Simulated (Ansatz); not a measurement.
`N[SiH]([SiH3])Cl` + H₂ → `[SiH3][SiH2]Cl` + NH₃ at 700 K and 1 bar (hydrogenolysis of the Si–N bond).

Isolated molecules relaxed with PBE0-D4/def2-TZVP in Ansatz; ΔE leaves out vibrations. CBS: MP2 limit from def2 TZ/QZ plus the TZ coupled-cluster correction, frozen cores. This one scheme is used for every species. One conformer a species, not always the lowest.

| species | CCSD(T)/CBS energy (Eh) | H − E (kJ/mol) | S (J/(mol·K)) |
| --- | --- | --- | --- |
| `N[SiH]([SiH3])Cl` | -1096.32520 | 243.5 | 478.7 |
| H₂ | -1.17544 | 46.8 | 155.3 |
| `[SiH3][SiH2]Cl` | -1040.97629 | 178.3 | 420.2 |
| NH₃ | -56.50880 | 116.9 | 226.5 |

H − E and S are ideal-gas, rigid-rotor, harmonic terms from PBE0-D4/def2-TZVP, for one conformer and one mirror image of each species. The MP2-based limit puts H₂ 0.8 mEh under its directly extrapolated value; such offsets cancel only in part. 1 Eh = 2625.50 kJ/mol, R = 8.31446 J/(mol·K).

Task: By hand: ΔE, ΔH, ΔS and ΔG.

Result: ΔE = (-1040.97629) + (-56.50880) − (-1096.32520) − (-1.17544) = 0.01555 Eh = 40.8 kJ/mol. Δ(H − E) = 178.3 + 116.9 − 243.5 − 46.8 = 4.9, so ΔH = 45.7 kJ/mol. ΔS = 420.2 + 226.5 − 478.7 − 155.3 = 12.7 J/(mol·K). ΔG = 45.7 − 700 × (12.7)/1000 = 36.8 kJ/mol.

Task: By hand: the equilibrium constant, and the temperature at which ΔG would vanish if ΔH and ΔS stayed fixed.

Result: log₁₀ K = −ΔG/(RT ln 10) = -2.7. ΔG = 0 at ΔH/ΔS = 3598 K, far beyond where these terms or the molecules hold.

The number of gas molecules stays the same, so ΔS is small and ΔH decides. A doubt of 5 kJ/mol in ΔE shifts log₁₀ K by 0.4 here. Other conformers and mirror images would add mixing entropy, several J/(mol·K) or more a flexible species. These are equilibria of isolated gas molecules and say nothing of rates. Largest T1 diagnostic: 0.011 (customary marks: 0.02 for closed shells, 0.045 for open ones).
